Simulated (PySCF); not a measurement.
A PySCF script (with the pyscf-properties extension) for the NMR shieldings of `CC(C)[C@@H]1CC[C@@H](C)C1`, C9H18, on a GFN2-xTB geometry:

```python
import basis_set_exchange as bse
import numpy as np
from pyscf import gto, dft
from pyscf.prop import nmr

atoms = """
C     2.583625   -1.172493    0.673096
C     1.772584   -0.269570   -0.255354
C     2.500766    1.061006   -0.442379
C     0.360827   -0.038185    0.294964
C    -0.434210   -1.324871    0.542922
C    -1.877733   -0.840490    0.579761
C    -1.954432    0.163431   -0.575000
C    -3.046280    1.206585   -0.378523
C    -0.540314    0.775181   -0.656011
H     2.627233   -0.745821    1.673122
H     3.600682   -1.278381    0.302152
H     2.142410   -2.163134    0.739284
H     1.688021   -0.762292   -1.231449
H     3.498010    0.895026   -0.844004
H     2.597172    1.574718    0.512036
H     1.962025    1.709844   -1.127543
H     0.450542    0.497402    1.246341
H    -0.293616   -2.014390   -0.292050
H    -0.143601   -1.827145    1.464189
H    -2.598802   -1.650104    0.474164
H    -2.069405   -0.330393    1.525662
H    -2.161217   -0.384247   -1.499597
H    -4.019228    0.726376   -0.295195
H    -3.075861    1.895930   -1.219940
H    -2.867305    1.778355    0.529953
H    -0.163572    0.717829   -1.677691
H    -0.558216    1.826258   -0.369079
"""
names = dict.fromkeys(["C", "H"], "pcSseg-1")
basis = {el: gto.basis.parse(bse.get_basis(n, elements=[el], fmt="nwchem")) for el, n in names.items()}
mol = gto.M(atom=atoms, basis=basis, charge=0, verbose=0)
mf = dft.RKS(mol, xc="PBE0")
mf.grids.level = 2
mf.grids.alignment = dft.numint.BLKSIZE   # the property module wants whole blocks of grid points
mf.conv_tol = 1e-9
mf.kernel()

calc = nmr.RKS(mf)   # GIAO
C = mf.mo_coeff
Co = C[:, mf.mo_occ > 0]
resp = mf.gen_response(singlet=True, hermi=2)
def vind(x):   # induced exchange potential for any number of trial vectors
    d = np.einsum("pi,xij,qj->xpq", C, 2 * x.reshape(-1, C.shape[1], Co.shape[1]), Co, optimize=True)
    return np.einsum("xpq,pi,qj->xij", resp(d - d.transpose(0, 2, 1)), C, Co, optimize=True).ravel()
mo1, _ = nmr.rhf.solve_mo1(calc, with_cphf=vind)
sigma = calc.kernel(mo1)
for i, s in enumerate(sigma):   # ppm
    w = np.linalg.eigvalsh((s + s.T) / 2)
    print("%2d %-2s iso %8.1f  s11 %8.1f  s22 %8.1f  s33 %8.1f" % (i, mol.atom_pure_symbol(i), w.mean(), *w))
```

Question: Give the expected output.

Answer: 
```
 0 C  iso    162.7  s11    148.7  s22    153.8  s33    185.7
 1 C  iso    146.4  s11    130.6  s22    147.7  s33    160.7
 2 C  iso    162.2  s11    147.3  s22    152.6  s33    186.5
 3 C  iso    134.9  s11    109.0  s22    133.0  s33    162.7
 4 C  iso    149.0  s11    126.2  s22    156.2  s33    164.7
 5 C  iso    146.4  s11    120.2  s22    151.7  s33    167.4
 6 C  iso    149.5  s11    123.4  s22    160.1  s33    165.1
 7 C  iso    162.6  s11    147.7  s22    154.9  s33    185.2
 8 C  iso    144.7  s11    115.5  s22    143.4  s33    175.2
 9 H  iso     31.1  s11     27.8  s22     29.1  s33     36.5
10 H  iso     30.8  s11     26.2  s22     28.2  s33     38.0
11 H  iso     30.4  s11     24.9  s22     30.2  s33     36.1
12 H  iso     30.7  s11     28.2  s22     29.5  s33     34.3
13 H  iso     30.8  s11     26.3  s22     27.9  s33     38.1
14 H  iso     31.1  s11     28.0  s22     28.9  s33     36.5
15 H  iso     30.4  s11     24.8  s22     30.7  s33     35.7
16 H  iso     30.4  s11     28.0  s22     29.8  s33     33.5
17 H  iso     30.6  s11     25.8  s22     30.5  s33     35.6
18 H  iso     29.8  s11     24.1  s22     29.7  s33     35.7
19 H  iso     29.9  s11     25.1  s22     27.8  s33     36.6
20 H  iso     30.7  s11     26.3  s22     29.8  s33     35.9
21 H  iso     29.7  s11     26.0  s22     27.9  s33     35.4
22 H  iso     30.5  s11     25.6  s22     27.9  s33     38.0
23 H  iso     30.4  s11     25.6  s22     27.9  s33     37.6
24 H  iso     31.1  s11     27.2  s22     29.7  s33     36.2
25 H  iso     30.2  s11     24.9  s22     31.2  s33     34.5
26 H  iso     30.3  s11     24.8  s22     31.2  s33     34.9
```

These numbers come from an equivalent density-fitted implementation of the same equations, which agrees with the script to about 0.01 ppm for H and up to a few tenths of a ppm for heavy atoms, so last digits may differ.

Question: Turn these shieldings into chemical shifts. δ = σ(ref) − σ, references computed at the same level: TMS for $^{13}$C (186.93 ppm) and $^{1}$H (31.72 ppm).

Answer: Averaging equivalent atoms: C 3: 52.0; C 8: 42.2; C 1: 40.6; C 5: 40.5; C 4: 37.9; C 6: 37.4; C 2: 24.8; C 7: 24.4; C 0: 24.2; H 21: 1.98; H 18: 1.87; H 19: 1.86; H 25: 1.51; H 26: 1.38; H 16: 1.32; H 17: 1.08; H 22/23/24: 1.07; H 20: 1.06; H 12: 1.03; H 13/14/15: 0.95; H 9/10/11: 0.93 ppm. 

Size and cost of the density-fitted run: 243 basis functions, 84 s wall time on 1 thread of an Arm Neoverse V1, shared host; peak memory 1.1 GiB.
